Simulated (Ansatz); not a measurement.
# Molecular dynamics of H6HfO4Si

Input file:

```yaml
crystal:
  periodic: [false, false, false]
  atoms:
    - { symbol: Hf, position_ang: [-0.140995, -0.042898, 0.223239] }
    - { symbol: O, position_ang: [0.125119, 0.49903, 2.064389] }
    - { symbol: H, position_ang: [0.28881, 0.837183, 2.951398] }
    - { symbol: O, position_ang: [1.565006, -0.377285, -0.632483] }
    - { symbol: H, position_ang: [2.43648, -0.452322, -1.037069] }
    - { symbol: O, position_ang: [-1.126047, 1.31816, -0.741767] }
    - { symbol: H, position_ang: [-1.541178, 2.046261, -1.216378] }
    - { symbol: O, position_ang: [-1.19263, -1.713245, 0.202569] }
    - { symbol: Si, position_ang: [-2.083633, -3.119467, 0.197102] }
    - { symbol: H, position_ang: [-2.30996, -3.60692, 1.606283] }
    - { symbol: H, position_ang: [-3.426098, -2.892708, -0.450654] }
    - { symbol: H, position_ang: [-1.360773, -4.199489, -0.567928] }
basis:
  gaussian: { orbitals: def2-SVP }
hamiltonian:
  xc: pbe
  dispersion: d4
md:
  timestep: 0.5
  n_steps: 150
  ensemble: nve
  temperature: 50.0
  initial_velocities: maxwell_boltzmann
  seed: 300664
```

Launched with:

```bash
$ ansatz run input.yaml --threads 4 --pin off --max-ram 5120MiB --backend cpu --events-out ev --progress --plain --runs-dir out
```

It starts from a relaxed structure.

Output, in part (one step line in 2, the closing report, with atoms numbered from 0):

```
md step     0: t =     0.00 fs  T =    50.0 K  F+E_penalty+E_count = -17457.28121803 eV  E_kin = 0.064630 eV  conserved = -17457.21658803 eV  (30 SCF iters)
md step     2: t =     1.00 fs  T =    46.4 K  F+E_penalty+E_count = -17457.27639150 eV  E_kin = 0.059951 eV  conserved = -17457.21644017 eV  (30 SCF iters)
md step     4: t =     2.00 fs  T =    41.1 K  F+E_penalty+E_count = -17457.26943237 eV  E_kin = 0.053171 eV  conserved = -17457.21626122 eV  (30 SCF iters)
md step     6: t =     3.00 fs  T =    41.5 K  F+E_penalty+E_count = -17457.26995262 eV  E_kin = 0.053585 eV  conserved = -17457.21636723 eV  (30 SCF iters)
md step     8: t =     4.00 fs  T =    43.2 K  F+E_penalty+E_count = -17457.27240114 eV  E_kin = 0.055854 eV  conserved = -17457.21654759 eV  (30 SCF iters)
md step    10: t =     5.00 fs  T =    39.2 K  F+E_penalty+E_count = -17457.26714871 eV  E_kin = 0.050679 eV  conserved = -17457.21647008 eV  (30 SCF iters)
md step    12: t =     6.00 fs  T =    32.6 K  F+E_penalty+E_count = -17457.25847010 eV  E_kin = 0.042200 eV  conserved = -17457.21627044 eV  (30 SCF iters)
md step    14: t =     7.00 fs  T =    31.6 K  F+E_penalty+E_count = -17457.25718579 eV  E_kin = 0.040877 eV  conserved = -17457.21630857 eV  (30 SCF iters)
md step    16: t =     8.00 fs  T =    34.6 K  F+E_penalty+E_count = -17457.26121296 eV  E_kin = 0.044694 eV  conserved = -17457.21651926 eV  (30 SCF iters)
md step    18: t =     9.00 fs  T =    33.0 K  F+E_penalty+E_count = -17457.25919918 eV  E_kin = 0.042682 eV  conserved = -17457.21651682 eV  (30 SCF iters)
md step    20: t =    10.00 fs  T =    27.1 K  F+E_penalty+E_count = -17457.25126730 eV  E_kin = 0.034970 eV  conserved = -17457.21629713 eV  (30 SCF iters)
md step    22: t =    11.00 fs  T =    25.5 K  F+E_penalty+E_count = -17457.24919935 eV  E_kin = 0.032945 eV  conserved = -17457.21625411 eV  (30 SCF iters)
md step    24: t =    12.00 fs  T =    30.1 K  F+E_penalty+E_count = -17457.25534336 eV  E_kin = 0.038884 eV  conserved = -17457.21645939 eV  (30 SCF iters)
md step    26: t =    13.00 fs  T =    32.6 K  F+E_penalty+E_count = -17457.25869873 eV  E_kin = 0.042157 eV  conserved = -17457.21654133 eV  (30 SCF iters)
md step    28: t =    14.00 fs  T =    29.7 K  F+E_penalty+E_count = -17457.25480816 eV  E_kin = 0.038443 eV  conserved = -17457.21636527 eV  (30 SCF iters)
md step    30: t =    15.00 fs  T =    28.5 K  F+E_penalty+E_count = -17457.25313343 eV  E_kin = 0.036875 eV  conserved = -17457.21625889 eV  (30 SCF iters)
md step    32: t =    16.00 fs  T =    33.2 K  F+E_penalty+E_count = -17457.25931962 eV  E_kin = 0.042891 eV  conserved = -17457.21642892 eV  (30 SCF iters)
md step    34: t =    17.00 fs  T =    36.8 K  F+E_penalty+E_count = -17457.26417255 eV  E_kin = 0.047599 eV  conserved = -17457.21657383 eV  (30 SCF iters)
md step    36: t =    18.00 fs  T =    33.6 K  F+E_penalty+E_count = -17457.25988595 eV  E_kin = 0.043458 eV  conserved = -17457.21642780 eV  (30 SCF iters)
md step    38: t =    19.00 fs  T =    29.5 K  F+E_penalty+E_count = -17457.25431955 eV  E_kin = 0.038069 eV  conserved = -17457.21625019 eV  (30 SCF iters)
md step    40: t =    20.00 fs  T =    31.4 K  F+E_penalty+E_count = -17457.25700417 eV  E_kin = 0.040643 eV  conserved = -17457.21636133 eV  (32 SCF iters)
md step    42: t =    21.00 fs  T =    35.2 K  F+E_penalty+E_count = -17457.26202631 eV  E_kin = 0.045473 eV  conserved = -17457.21655326 eV  (31 SCF iters)
md step    44: t =    22.00 fs  T =    32.9 K  F+E_penalty+E_count = -17457.25901608 eV  E_kin = 0.042530 eV  conserved = -17457.21648634 eV  (31 SCF iters)
md step    46: t =    23.00 fs  T =    27.3 K  F+E_penalty+E_count = -17457.25160561 eV  E_kin = 0.035320 eV  conserved = -17457.21628542 eV  (30 SCF iters)
md step    48: t =    24.00 fs  T =    26.5 K  F+E_penalty+E_count = -17457.25062411 eV  E_kin = 0.034309 eV  conserved = -17457.21631489 eV  (30 SCF iters)
md step    50: t =    25.00 fs  T =    29.4 K  F+E_penalty+E_count = -17457.25448726 eV  E_kin = 0.037967 eV  conserved = -17457.21651991 eV  (30 SCF iters)
md step    52: t =    26.00 fs  T =    27.6 K  F+E_penalty+E_count = -17457.25222444 eV  E_kin = 0.035706 eV  conserved = -17457.21651806 eV  (30 SCF iters)
md step    54: t =    27.00 fs  T =    21.4 K  F+E_penalty+E_count = -17457.24400180 eV  E_kin = 0.027702 eV  conserved = -17457.21630025 eV  (30 SCF iters)
md step    56: t =    28.00 fs  T =    19.6 K  F+E_penalty+E_count = -17457.24153728 eV  E_kin = 0.025279 eV  conserved = -17457.21625792 eV  (30 SCF iters)
md step    58: t =    29.00 fs  T =    23.7 K  F+E_penalty+E_count = -17457.24711195 eV  E_kin = 0.030646 eV  conserved = -17457.21646611 eV  (31 SCF iters)
md step    60: t =    30.00 fs  T =    25.5 K  F+E_penalty+E_count = -17457.24947697 eV  E_kin = 0.032925 eV  conserved = -17457.21655201 eV  (31 SCF iters)
md step    62: t =    31.00 fs  T =    21.3 K  F+E_penalty+E_count = -17457.24391230 eV  E_kin = 0.027539 eV  conserved = -17457.21637300 eV  (30 SCF iters)
md step    64: t =    32.00 fs  T =    18.4 K  F+E_penalty+E_count = -17457.24008787 eV  E_kin = 0.023834 eV  conserved = -17457.21625420 eV  (30 SCF iters)
md step    66: t =    33.00 fs  T =    21.6 K  F+E_penalty+E_count = -17457.24434695 eV  E_kin = 0.027933 eV  conserved = -17457.21641379 eV  (30 SCF iters)
md step    68: t =    34.00 fs  T =    24.4 K  F+E_penalty+E_count = -17457.24813227 eV  E_kin = 0.031574 eV  conserved = -17457.21655799 eV  (30 SCF iters)
md step    70: t =    35.00 fs  T =    21.1 K  F+E_penalty+E_count = -17457.24372039 eV  E_kin = 0.027301 eV  conserved = -17457.21641947 eV  (30 SCF iters)
md step    72: t =    36.00 fs  T =    17.3 K  F+E_penalty+E_count = -17457.23859314 eV  E_kin = 0.022347 eV  conserved = -17457.21624652 eV  (30 SCF iters)
md step    74: t =    37.00 fs  T =    19.8 K  F+E_penalty+E_count = -17457.24200980 eV  E_kin = 0.025651 eV  conserved = -17457.21635891 eV  (31 SCF iters)
md step    76: t =    38.00 fs  T =    24.3 K  F+E_penalty+E_count = -17457.24795400 eV  E_kin = 0.031400 eV  conserved = -17457.21655432 eV  (30 SCF iters)
md step    78: t =    39.00 fs  T =    22.7 K  F+E_penalty+E_count = -17457.24583876 eV  E_kin = 0.029351 eV  conserved = -17457.21648786 eV  (30 SCF iters)
md step    80: t =    40.00 fs  T =    17.8 K  F+E_penalty+E_count = -17457.23927126 eV  E_kin = 0.022993 eV  conserved = -17457.21627829 eV  (31 SCF iters)
md step    82: t =    41.00 fs  T =    18.0 K  F+E_penalty+E_count = -17457.23955599 eV  E_kin = 0.023258 eV  conserved = -17457.21629764 eV  (31 SCF iters)
md step    84: t =    42.00 fs  T =    22.6 K  F+E_penalty+E_count = -17457.24569396 eV  E_kin = 0.029191 eV  conserved = -17457.21650279 eV  (30 SCF iters)
md step    86: t =    43.00 fs  T =    23.3 K  F+E_penalty+E_count = -17457.24668523 eV  E_kin = 0.030170 eV  conserved = -17457.21651538 eV  (30 SCF iters)
md step    88: t =    44.00 fs  T =    19.8 K  F+E_penalty+E_count = -17457.24187164 eV  E_kin = 0.025562 eV  conserved = -17457.21630996 eV  (30 SCF iters)
md step    90: t =    45.00 fs  T =    20.1 K  F+E_penalty+E_count = -17457.24226480 eV  E_kin = 0.026000 eV  conserved = -17457.21626481 eV  (31 SCF iters)
md step    92: t =    46.00 fs  T =    26.1 K  F+E_penalty+E_count = -17457.25020164 eV  E_kin = 0.033730 eV  conserved = -17457.21647181 eV  (30 SCF iters)
md step    94: t =    47.00 fs  T =    29.4 K  F+E_penalty+E_count = -17457.25450836 eV  E_kin = 0.037945 eV  conserved = -17457.21656319 eV  (30 SCF iters)
md step    96: t =    48.00 fs  T =    26.2 K  F+E_penalty+E_count = -17457.25022816 eV  E_kin = 0.033847 eV  conserved = -17457.21638151 eV  (31 SCF iters)
md step    98: t =    49.00 fs  T =    23.9 K  F+E_penalty+E_count = -17457.24715702 eV  E_kin = 0.030905 eV  conserved = -17457.21625244 eV  (30 SCF iters)
md step   100: t =    50.00 fs  T =    27.7 K  F+E_penalty+E_count = -17457.25224848 eV  E_kin = 0.035842 eV  conserved = -17457.21640665 eV  (31 SCF iters)
md step   102: t =    51.00 fs  T =    31.4 K  F+E_penalty+E_count = -17457.25721338 eV  E_kin = 0.040651 eV  conserved = -17457.21656283 eV  (31 SCF iters)
md step   104: t =    52.00 fs  T =    28.8 K  F+E_penalty+E_count = -17457.25361054 eV  E_kin = 0.037170 eV  conserved = -17457.21644049 eV  (30 SCF iters)
md step   106: t =    53.00 fs  T =    24.6 K  F+E_penalty+E_count = -17457.24800425 eV  E_kin = 0.031740 eV  conserved = -17457.21626415 eV  (30 SCF iters)
md step   108: t =    54.00 fs  T =    25.9 K  F+E_penalty+E_count = -17457.24980930 eV  E_kin = 0.033447 eV  conserved = -17457.21636252 eV  (30 SCF iters)
md step   110: t =    55.00 fs  T =    28.8 K  F+E_penalty+E_count = -17457.25379650 eV  E_kin = 0.037241 eV  conserved = -17457.21655520 eV  (30 SCF iters)
md step   112: t =    56.00 fs  T =    25.6 K  F+E_penalty+E_count = -17457.24963793 eV  E_kin = 0.033148 eV  conserved = -17457.21648970 eV  (30 SCF iters)
md step   114: t =    57.00 fs  T =    19.1 K  F+E_penalty+E_count = -17457.24095953 eV  E_kin = 0.024686 eV  conserved = -17457.21627332 eV  (30 SCF iters)
md step   116: t =    58.00 fs  T =    18.0 K  F+E_penalty+E_count = -17457.23951808 eV  E_kin = 0.023235 eV  conserved = -17457.21628357 eV  (30 SCF iters)
md step   118: t =    59.00 fs  T =    21.9 K  F+E_penalty+E_count = -17457.24480743 eV  E_kin = 0.028314 eV  conserved = -17457.21649315 eV  (30 SCF iters)
md step   120: t =    60.00 fs  T =    22.4 K  F+E_penalty+E_count = -17457.24550132 eV  E_kin = 0.028980 eV  conserved = -17457.21652133 eV  (30 SCF iters)
md step   122: t =    61.00 fs  T =    18.3 K  F+E_penalty+E_count = -17457.24003063 eV  E_kin = 0.023711 eV  conserved = -17457.21631925 eV  (30 SCF iters)
md step   124: t =    62.00 fs  T =    17.7 K  F+E_penalty+E_count = -17457.23919236 eV  E_kin = 0.022932 eV  conserved = -17457.21626006 eV  (30 SCF iters)
md step   126: t =    63.00 fs  T =    23.0 K  F+E_penalty+E_count = -17457.24612407 eV  E_kin = 0.029667 eV  conserved = -17457.21645669 eV  (30 SCF iters)
md step   128: t =    64.00 fs  T =    26.1 K  F+E_penalty+E_count = -17457.25030628 eV  E_kin = 0.033756 eV  conserved = -17457.21655005 eV  (30 SCF iters)
md step   130: t =    65.00 fs  T =    23.5 K  F+E_penalty+E_count = -17457.24674612 eV  E_kin = 0.030374 eV  conserved = -17457.21637185 eV  (30 SCF iters)
md step   132: t =    66.00 fs  T =    22.3 K  F+E_penalty+E_count = -17457.24510945 eV  E_kin = 0.028868 eV  conserved = -17457.21624120 eV  (30 SCF iters)
md step   134: t =    67.00 fs  T =    27.9 K  F+E_penalty+E_count = -17457.25241273 eV  E_kin = 0.036014 eV  conserved = -17457.21639909 eV  (30 SCF iters)
md step   136: t =    68.00 fs  T =    33.7 K  F+E_penalty+E_count = -17457.26009280 eV  E_kin = 0.043523 eV  conserved = -17457.21656934 eV  (30 SCF iters)
md step   138: t =    69.00 fs  T =    32.8 K  F+E_penalty+E_count = -17457.25885428 eV  E_kin = 0.042396 eV  conserved = -17457.21645788 eV  (30 SCF iters)
md step   140: t =    70.00 fs  T =    29.7 K  F+E_penalty+E_count = -17457.25463099 eV  E_kin = 0.038357 eV  conserved = -17457.21627438 eV  (30 SCF iters)
md step   142: t =    71.00 fs  T =    31.6 K  F+E_penalty+E_count = -17457.25721872 eV  E_kin = 0.040861 eV  conserved = -17457.21635803 eV  (30 SCF iters)
md step   144: t =    72.00 fs  T =    35.3 K  F+E_penalty+E_count = -17457.26219096 eV  E_kin = 0.045641 eV  conserved = -17457.21654958 eV  (31 SCF iters)
md step   146: t =    73.00 fs  T =    33.1 K  F+E_penalty+E_count = -17457.25933073 eV  E_kin = 0.042837 eV  conserved = -17457.21649365 eV  (30 SCF iters)
md step   148: t =    74.00 fs  T =    27.4 K  F+E_penalty+E_count = -17457.25175317 eV  E_kin = 0.035471 eV  conserved = -17457.21628262 eV  (31 SCF iters)
md step   150: t =    75.00 fs  T =    26.8 K  F+E_penalty+E_count = -17457.25089113 eV  E_kin = 0.034599 eV  conserved = -17457.21629201 eV  (31 SCF iters)
Total energy: -17457.25097297 eV, -641.5421403068 hartree
Atom 0 at    -0.146714    -0.035812     0.218210 Å, force    -0.087035     0.095643     0.039474 eV/Å
Atom 1 at     0.108818     0.434051     2.080037 Å, force     0.044398    -0.168621    -0.597249 eV/Å
Atom 2 at     0.110984     0.793739     2.961719 Å, force     0.014770     0.240692     0.591003 eV/Å
Atom 3 at     1.536278    -0.487771    -0.633960 Å, force     0.668574    -0.046311    -0.139371 eV/Å
Atom 4 at     2.478955    -0.622548    -0.851670 Å, force    -0.620927     0.081556     0.131416 eV/Å
Atom 5 at    -1.092950     1.361086    -0.743232 Å, force    -0.002122     0.132723    -0.086237 eV/Å
Atom 6 at    -1.449528     2.075962    -1.289223 Å, force     0.077288    -0.158993     0.118256 eV/Å
Atom 7 at    -1.276072    -1.644614     0.217035 Å, force     0.257111     0.385593     0.032741 eV/Å
Atom 8 at    -2.004001    -3.118069     0.208319 Å, force    -0.438922    -0.592301     0.126934 eV/Å
Atom 9 at    -1.955690    -3.802541     1.562799 Å, force     0.039316     0.149032    -0.106013 eV/Å
Atom 10 at    -3.454646    -2.961789    -0.173442 Å, force     0.006004    -0.042467    -0.013140 eV/Å
Atom 11 at    -1.335095    -4.030134    -0.777843 Å, force     0.041546    -0.076546    -0.097813 eV/Å
Dipole moment:     0.295742     0.432691     0.032612 e Å
```

The run went to its last step. The conserved energy stayed within 0.03 meV per atom of its start (net change 0.025 meV per atom), so the integration is sound. Over the second half the temperature averaged 0.50 of the 50 K drawn at the start: a run that starts near a minimum puts about half its kinetic energy into the potential. A run of 0.075 ps of so small a system gives no equilibrium averages.

The same pairs are bonded in the first frame and the last. Pairs count as bonded within 1.25 times the sum of covalent radii (0.12 Å more for H–H).

Last frame:

```xyz
12
Properties=species:S:1:pos:R:3
Hf -0.147 -0.036 0.218
O 0.109 0.434 2.080
H 0.111 0.794 2.962
O 1.536 -0.488 -0.634
H 2.479 -0.623 -0.852
O -1.093 1.361 -0.743
H -1.450 2.076 -1.289
O -1.276 -1.645 0.217
Si -2.004 -3.118 0.208
H -1.956 -3.803 1.563
H -3.455 -2.962 -0.173
H -1.335 -4.030 -0.778
```

Run time: 4.7 min on 4 threads of Arm Neoverse V1 (shared host), peak memory 0.21 GiB.
